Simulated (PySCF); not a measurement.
**How methods differ on the interval between two levels of Ag(3+)**

Ag(3+) [Kr] 4d8 [3F4, M_J = 4] → Ag(3+) [Kr] 4d7 5s1 [5F5, M_J = 5], as a difference of total energies. Computed with PySCF 2.14 in x2c-SVPall-2c with one added diffuse shell each of s, p, d type (7s9p7d1f, 76 functions), with the two-component X2C-1e Hamiltonian. Correlated levels: [Ar] 3d10 frozen; the 6 highest virtual spinors dropped. "Screened" scales the spin-orbit matrix elements by Boettger's factors to mimic the two-electron term; Breit and QED terms are absent.

```json
{"method": "GHF (spin-free)", "interval between two levels (cm⁻¹)": "111310"}
{"method": "GMP2 (spin-free)", "interval between two levels (cm⁻¹)": "114350"}
{"method": "GHF (screened spin-orbit)", "interval between two levels (cm⁻¹)": "110660"}
{"method": "GMP2 (screened spin-orbit)", "interval between two levels (cm⁻¹)": "113670"}
```

The labels give the starting determinants; with spin-orbit coupling the two ends relaxed to ⟨J²⟩ = 20.01, ⟨L²⟩ = 12.08, ⟨S²⟩ = 2.00 and ⟨J²⟩ = 30.01, ⟨L²⟩ = 12.23, ⟨S²⟩ = 5.91.
